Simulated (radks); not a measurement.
Results of a calculation; reference values are marked as such.
All-electron atom: Ti IV in [Ar] 3d1 (the NIST ground configuration). Code: a radial shooting solver on a logarithmic mesh with Libxc functionals. Model: scalar-relativistic Kohn-Sham, PBEsol, spin-polarised, spherical densities, finite nucleus; open shells are filled with parallel spins first; Fermi nuclear charge, rms radius 3.5921 fm.

X-ray form factor f0, the Fourier transform of the density (f0(0) = 19):

sin(theta)/lambda (1/angstrom),f0 (electrons)
0.05,18.764
0.1,18.092
0.15,17.075
0.2,15.837
0.25,14.505
0.3,13.188
0.4,10.876
0.5,9.171
0.6,8.019
0.8,6.671
1,5.744
1.25,4.653
1.5,3.661
2,2.295
